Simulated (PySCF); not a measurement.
**Choosing a basis for TDDFT**

Compound: C4H10GeSi.
InChI=1S/C4H10GeSi/c1-6(2)4-3-5/h6H,1-2,5H3

TDDFT with PBE0 (PySCF), vertical singlets, core orbitals frozen in the response, spherical d and f functions. Isolated species at its PBE0-D3(BJ)/def2-SVP geometry, gas phase. The PBE0/6-31G* calculation is non-relativistic and has no spin–orbit coupling, an omission that weighs most on germanium.

Question: Compare 6-31G*, def2-SVP, def2-SVPD, aug-cc-pVDZ and def2-TZVP for this molecule.

Answer: 

| basis | functions | diffuse | S1 (eV) | S2 (eV) | S3 (eV) | S4 (eV) | S5 (eV) | LUMO (eV) | α (au) |
| --- | --- | --- | --- | --- | --- | --- | --- | --- | --- |
| 6-31G* | 126 | no | 5.67 | 5.93 | 5.93 | 7.69 | 7.70 | 0.13 | 90.7 |
| def2-SVP | 156 | no | 5.66 | 5.91 | 5.91 | 7.58 | 7.79 | -0.11 | 96.3 |
| def2-SVPD | 222 | yes | 5.63 | 5.87 | 5.87 | 7.06 | 7.07 | -0.28 | 109.1 |
| aug-cc-pVDZ | 245 | yes | 5.61 | 5.84 | 5.85 | 6.67 | 6.68 | -0.34 | 111.1 |
| def2-TZVP | 269 | no | 5.59 | 5.82 | 5.83 | 7.40 | 7.64 | -0.25 | 105.9 |

States are compared by their number. Against the largest diffuse basis here (aug-cc-pVDZ, itself not a converged limit), sets without diffuse functions differ by up to 0.05 eV in S1 and 1.12 eV in S5; the smaller diffuse sets differ by up to 0.02 and 0.39 eV. S1 is led by HOMO-1→LUMO (52%) in 6-31G* and by HOMO-1/HOMO→LUMO+1 (≥41%) in aug-cc-pVDZ. State by state, the largest deviation of a set without diffuse functions is S1 0.05, S2 0.08, S3 0.08, S4 1.02, S5 1.12 eV. The same number needn't mean the same state in each row. Against aug-cc-pVDZ the polarisability deviates by -18% in 6-31G*, -13% in def2-SVP, -2% in def2-SVPD, -5% in def2-TZVP.
